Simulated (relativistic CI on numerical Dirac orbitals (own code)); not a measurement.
Ti3+ in a cubic cluster: 2p photoemission with charge transfer

Computed with a charge-transfer multiplet model of a cubic metal-ligand cluster with up to 2 ligand holes, Slater and spin-orbit integrals from Dirac-Coulomb-Breit ions, Slater integrals scaled by 0.9. The ground state mixes d1 with configurations of k ligand holes L, whose averages lie at kΔ + k(k − 1)U_dd/2; a core hole lowers each added d electron by U_cd. 20 K, Lorentzian 0.6 eV and Gaussian 0.8 eV FWHM.

Atomic integrals in eV (Slater integrals scaled, ζ unscaled), ground: F2dd 7.400, F4dd 4.602, zeta_d 0.017; with the core hole: F2dd 7.400, F4dd 4.602, zeta_d 0.032, zeta_core 3.741, F2cd 5.699, G1cd 4.259, G3cd 2.418. Where a configuration has fewer than two d electrons, the dd integrals are those of d2.

Cluster parameters (eV): U_dd = 4.4, U_cd = 5.2, 10Dq = 0.7, 10Dq(ligand) = 1.1, V(eg) = 2.65, V(t2g) = -1.34, final-state hopping factor = 0.9.

```csv
Case,n_d,d1,d2L,d3L2,S
Δ = 2.8 eV,1.73,0.39,0.49,0.12,0.50
Δ = 4.8 eV,1.57,0.51,0.42,0.07,0.50
Δ = 7.8 eV,1.37,0.66,0.30,0.03,0.50
```

Weights, n_d and S are thermal averages at 20 K. Binding energies count from the first peak over 30 % of the highest in each spectrum, which can be another peak from case to case. The parameters are a model scan and need not match a compound or its usual spin state. Peaks in eV (height, largest 100):
- Δ = 2.8 eV: 0.0 (100), 3.0 (13), 5.9 (34), 8.8 (12), 10.2 (12)
- Δ = 4.8 eV: 0.0 (100), 3.0 (12), 5.9 (37), 9.0 (16)
- Δ = 7.8 eV: 0.0 (100), 3.1 (12), 5.6 (39), 8.7 (16)

Curve for Δ = 7.8 eV (points under 2 left out, the grid thinned):

E (eV), Intensity and a bar:
```
     -3.5        2.1 
     -3.1        2.7 
     -2.7        3.6 
     -2.3        5.4 #
     -1.9        9.1 ##
     -1.5       18.6 #####
     -1.1       39.2 ###########
     -0.7       67.3 ####################
     -0.3       91.7 ############################
      0.1       99.6 ##############################
      0.5       81.6 ########################
      0.9       51.7 ###############
      1.3       30.2 #########
      1.7       17.6 #####
      2.1       10.9 ###
      2.5        9.5 ##
      2.9       11.2 ###
      3.3       11.3 ###
      3.7        9.4 ##
      4.1       10.0 ##
      4.5       15.0 ####
      4.9       25.4 #######
      5.3       36.7 ###########
      5.8       38.6 ###########
      6.2       35.3 ##########
      6.6       30.3 #########
      7.0       23.0 ######
      7.4       16.9 #####
      7.8       14.6 ####
      8.2       15.0 ####
      8.6       15.8 ####
      9.0       15.1 ####
      9.4       12.3 ###
      9.8        9.0 ##
     10.2        6.4 #
     10.6        4.5 #
     11.0        3.3 
     11.4        2.8 
     11.8        2.6 
     12.2        2.3 
     14.4        2.1 
     14.8        2.6 
     15.2        3.1 
     15.6        2.8 
     16.0        2.1
```

For the case Δ = 4.8 eV, Δ = 4.8 eV is larger than U_dd = 4.4 eV, the Mott-Hubbard side of the Zaanen-Sawatzky-Allen scheme. With the core hole the configuration with one ligand hole lies at Δ − U_cd = -2.4, -0.4, 2.6 eV from the one without, in the order of the table; where this is negative the screened configuration lies lower, though the effective hopping of about 5.2 eV (from the holes of the mixed ground state) mixes the two strongly wherever it is as large as the gap.

With at most 2 ligand holes the space is cut while the next configuration still counts, so covalency is underestimated, and a final configuration with one more ligand hole, which can lie low, is missing from the spectra.
